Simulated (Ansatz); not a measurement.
Molecule: sum formula AlN₂OH₅, charge 0, multiplicity 1. SMILES: [NH2][Al]([NH2])[OH]
Coordinates optimised at B3LYP-D3(BJ)/def2-TZVP (Ansatz, a quantum-chemistry and plane-wave program):
```xyz
9

N     -0.9940    -1.4094    -0.3338
Al    -0.0093     0.0189    -0.0026
N      1.6762    -0.1286     0.5227
O     -0.7643     1.5293    -0.2147
H     -0.6904    -2.3656    -0.2541
H     -1.9545    -1.3686    -0.6339
H      2.1619    -1.0003     0.6607
H      2.2899     0.6430     0.7272
H     -0.3467     2.3773    -0.0703
```

Quantity: atomisation energy (electronic, to ground-state atoms), in kcal/mol. Valence correlation only, unless marked. UHF or UKS for open shells. Spin-orbit coupling is left out. Non-relativistic. The coupled-cluster limit lacks core correlation, which all-electron functionals hold. Basis-set limits of correlation are two-point, X^-3; Hartree-Fock from the larger set.

```tsv
level	program	atomisation energy (kcal/mol)
HF/cc-pV(Q+d)Z	Ansatz	527.2
```

Task: Estimate the value at CCSD(T)/CBS(aug-cc-pV(T+d)Z,aug-cc-pV(Q+d)Z) as computed with Ansatz.

Result: 778.2 kcal/mol, so HF/cc-pV(Q+d)Z differs from it by -251.0 kcal/mol.
